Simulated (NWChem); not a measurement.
System: CH4F2NNb; SMILES [CH3][Nb](=[NH])([F])[F]

Excerpt of the output:

```
             Northwest Computational Chemistry Package (NWChem) 7.3.0
             --------------------------------------------------------

 C1  symmetry detected

                             Geometry "geometry" -> ""
                             -------------------------

 Output coordinates in angstroms (scale by  1.889725989 to convert to a.u.)

  No.       Tag          Charge          X              Y              Z
 ---- ---------------- ---------- -------------- -------------- --------------
    1 Nb                  41.0000     0.22633079     0.00036933     0.05522752
    2 N                    7.0000     0.48291588     0.00370269    -1.69266855
    3 H                    1.0000     0.67319917     0.00642689    -2.69518239
    4 F                    9.0000     0.35220997    -1.67995354     0.72409334
    5 F                    9.0000     0.34647972     1.67968078     0.72754702
    6 C                    6.0000    -2.05843211    -0.00410808    -0.08677166
    7 H                    1.0000    -2.41899962    -0.89697671    -0.60644251
    8 H                    1.0000    -2.42204821     0.88999213    -0.60460570
    9 H                    1.0000    -2.42973938    -0.01340056     0.94644879

 Effective nuclear repulsion energy (a.u.)     478.9026361645

                                Z-matrix (autoz)
                                --------

 Units are Angstrom for bonds and degrees for angles

      Type          Name      I     J     K     L     M      Value
      ----------- --------  ----- ----- ----- ----- ----- ----------
    1 Stretch                  1     2                       1.76663
    2 Stretch                  1     4                       1.81293
    3 Stretch                  1     5                       1.81288
    4 Stretch                  1     6                       2.28918
    5 Stretch                  2     3                       1.02042
    6 Stretch                  6     7                       1.09420
    7 Stretch                  6     8                       1.09535
    8 Stretch                  6     9                       1.09795
    9 Bend                     1     6     7               111.09689
   10 Bend                     1     6     8               111.04208
   11 Bend                     1     6     9               106.21083
   12 Bend                     2     1     4               110.89727
   13 Bend                     2     1     5               110.82718
   14 Bend                     2     1     6                94.79498
   15 Bend                     3     1     4               110.79624
   16 Bend                     3     1     5               110.69626
   17 Bend                     3     1     6                95.67223
   18 Bend                     4     1     5               135.81886
   19 Bend                     4     1     6                95.18508
   20 Bend                     5     1     6                95.21905
   21 Bend                     7     6     8               109.39984
   22 Bend                     7     6     9               109.18290
   23 Bend                     8     6     9               109.84824
   24 Torsion                  2     1     6     7          61.01050
   25 Torsion                  2     1     6     8         -60.98688
   26 Torsion                  2     1     6     9         179.62666
   27 Torsion                  1     4     2     3         175.88688
   28 Torsion                  4     1     6     7         -50.52201
   29 Torsion                  4     1     6     8        -172.51939
   30 Torsion                  4     1     6     9          68.09415
   31 Torsion                  1     5     2     3        -175.91697
   32 Torsion                  5     1     6     7         172.47635
   33 Torsion                  5     1     6     8          50.47897
   34 Torsion                  5     1     6     9         -68.90748
   35 Torsion                  1     6     2     3        -179.94442

                           NWChem Geometry Optimization
                           ----------------------------

 maximum gradient threshold         (gmax) =   0.000450
 rms gradient threshold             (grms) =   0.000300
 maximum cartesian step threshold   (xmax) =   0.001800
 rms cartesian step threshold       (xrms) =   0.001200
 fixed trust radius                (trust) =   0.300000
 source of zmatrix                         =   autoz

          -------------------
          Energy Minimization
          -------------------

 Using diagonal initial Hessian
 Scaling for Hessian diagonals: bonds = 1.00  angles = 0.25  torsions = 0.10

          --------
          Step   0

                                 NWChem DFT Module
                                 -----------------

[...]

      ----------------------
      Optimization converged
      ----------------------

  Step       Energy      Delta E   Gmax     Grms     Xrms     Xmax
  ---- ---------------- -------- -------- -------- -------- --------
@    9    -351.59741312 -3.1D-08  0.00007  0.00002  0.00024  0.00077
                                     ok       ok       ok       ok

                                Z-matrix (autoz)
                                --------

 Units are Angstrom for bonds and degrees for angles

      Type          Name      I     J     K     L     M      Value     Gradient
      ----------- --------  ----- ----- ----- ----- ----- ---------- ----------
    1 Stretch                  1     2                       1.75408   -0.00004
    2 Stretch                  1     4                       1.88598    0.00003
    3 Stretch                  1     5                       1.88598    0.00003
    4 Stretch                  1     6                       2.14958   -0.00002
    5 Stretch                  2     3                       1.02376   -0.00007
    6 Stretch                  6     7                       1.11052    0.00000
    7 Stretch                  6     8                       1.11053    0.00000
    8 Stretch                  6     9                       1.11332    0.00001
    9 Bend                     1     6     7               110.87925   -0.00001
   10 Bend                     1     6     8               110.86013   -0.00002
   11 Bend                     1     6     9               109.32409    0.00001
   12 Bend                     2     1     4               109.66092   -0.00000
   13 Bend                     2     1     5               109.66010   -0.00000
   14 Bend                     2     1     6               102.12973   -0.00000
   15 Bend                     3     1     4               108.73843   -0.00000
   16 Bend                     3     1     5               108.73830   -0.00000
   17 Bend                     3     1     6               104.31314   -0.00000
   18 Bend                     4     1     5               117.73916    0.00000
   19 Bend                     4     1     6               108.24604    0.00000
   20 Bend                     5     1     6               108.24277    0.00000
   21 Bend                     7     6     8               107.65619    0.00001
   22 Bend                     7     6     9               109.03876    0.00001
   23 Bend                     8     6     9               109.03491    0.00001
   24 Torsion                  2     1     6     7          59.71121   -0.00000
   25 Torsion                  2     1     6     8         -59.81020    0.00000
   26 Torsion                  2     1     6     9         179.95890   -0.00000
   27 Torsion                  1     4     2     3         171.50162   -0.00000
   28 Torsion                  4     1     6     7         -55.96024   -0.00000
   29 Torsion                  4     1     6     8        -175.48164    0.00001
   30 Torsion                  4     1     6     9          64.28746    0.00000
   31 Torsion                  1     5     2     3        -171.50001    0.00000
   32 Torsion                  5     1     6     7         175.38043   -0.00001
   33 Torsion                  5     1     6     8          55.85903   -0.00000
   34 Torsion                  5     1     6     9         -64.37187   -0.00000
   35 Torsion                  1     6     2     3         179.99865   -0.00000

                         Geometry "geometry" -> "geometry"
                         ---------------------------------

 Output coordinates in angstroms (scale by  1.889725989 to convert to a.u.)

  No.       Tag          Charge          X              Y              Z
 ---- ---------------- ---------- -------------- -------------- --------------
    1 Nb                  41.0000     0.01964392    -0.00020865    -0.01560714
    2 N                    7.0000     0.44444081     0.00376296    -1.71747013
    3 H                    1.0000     0.79359987     0.00625900    -2.67984687
    4 F                    9.0000     0.58821660    -1.61455701     0.77655934
    5 F                    9.0000     0.58026674     1.61420170     0.78208449
    6 C                    6.0000    -2.12876462    -0.00530971    -0.08633555
    7 H                    1.0000    -2.50494299    -0.90125791    -0.62394191
    8 H                    1.0000    -2.50900985     0.89167735    -0.61936008
    9 H                    1.0000    -2.53153428    -0.00883481     0.95156373

 Effective nuclear repulsion energy (a.u.)     473.8507362828

                Final and change from initial internal coordinates
                --------------------------------------------------

                                Z-matrix (autoz)
                                --------

 Units are Angstrom for bonds and degrees for angles

[...]
```

Level: PBE-D3(BJ)/def2-SVP with def2 effective core potentials on Nb. No frequency run checked for a minimum. def2 effective core potentials on Nb; no spin-orbit coupling.

**Question.** Which NWChem input produces such a log?

**Answer.** One answer among several that fit: the input that was run:
```
start job
memory heap 200 mb stack 900 mb global 1100 mb
geometry units angstroms
  Nb     0.099080     0.098726    -0.092847
  N     -0.062938    -1.016734    -1.453173
  H     -0.131843    -1.634999    -2.262030
  F      1.634525    -0.212627     0.819392
  F     -1.059852     1.483530    -0.253255
  C     -1.229549    -1.122667     1.315439
  H     -0.811536    -2.119475     1.485498
  H     -2.244659    -1.217300     0.914964
  H     -1.253585    -0.574481     2.266446
end
basis spherical
  * library def2-svp
end
ecp
  Nb library def2-ecp
end
dft
  xc xpbe96 cpbe96
  disp vdw 4
  iterations 150
end
driver
  maxiter 120
end
task dft optimize
```
